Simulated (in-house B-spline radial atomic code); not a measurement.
# PBE hybrid excitations of Cs7+

Method: PBE hybrid with 1 exact exchange. Computed with a B-spline radial code for spherical atoms: linear response of the closed shell [Kr] 4d10 5s2 with the functional's adiabatic kernel; scalar-relativistic (spin-free one-electron X2C), finite nucleus, no spin-orbit coupling, no double excitations, S, P, D and F terms only; shells from n = 3 respond. Only terms of natural parity with L up to 3 were computed.

Spin-orbit coupling is strong here, so these LS terms don't match observed levels.

Command:
```bash
python run_td.py task.json out
```
Settings (radii: box in bohr, nucleus in fm):
```
Z                        55
electrons                48
configuration            [Kr] 4d10 5s2
hamiltonian              x2c
method                   pbeh
box_radius               12.81
exact_exchange_fraction  1
rms_radius               4.8041
intervals                69
```

Cost of the run: 2.3 s on 1 thread of Intel(R) Xeon(R) Platinum 8259CL CPU @ 2.50GHz (Skylake/Cascade Lake) (shared host).

The lowest states, in the order of their Tamm-Dancoff energies; the method's threshold (minus the highest occupied level) is 109.65 eV. Labels give the largest channel, * marks a mixed state, and oscillator strengths are full-response dipole values. Semilocal kernels can invert the small singlet-triplet splittings of Rydberg terms. Energies in eV:

```tsv
state	full response	Tamm-Dancoff	oscillator strength
5s → 5p 3P	?	?	-
5s → 5p 1P	18.398	18.896	1.6
5s → 4f 3F	31.18	31.33	-
5s → 4f 1F	32.32	32.40	-
5s → 5d 3D	39.63	39.66	-
5s → 5d 1D	41.27	41.33	-
5s → 6s 3S	50.88	50.89	-
5s → 6s 1S	51.94	51.98	-
5s → 6p 3P	?	?	-
5s → 6p 1P	58.43	58.46	0.135
```

**Question.** Where does 5s → 6p 3P lie?

**Answer.** At 58.03 eV in full response, 58.05 eV in Tamm-Dancoff.

**Question.** Where does 5s → 5p 3P lie?

**Answer.** At 13.214 eV in full response, 13.659 eV in Tamm-Dancoff.

**Question.** How large is the singlet-triplet splitting of 5s → 5p (P terms) in Tamm-Dancoff?

**Answer.** 5.24 eV, from the unrounded values.

**Question.** What polarisabilities and dispersion coefficient does the method give?

**Answer.** Dipole 4.292 bohr³, quadrupole 5.332 bohr⁵, C6 12.92 hartree·bohr⁶ for two such species.
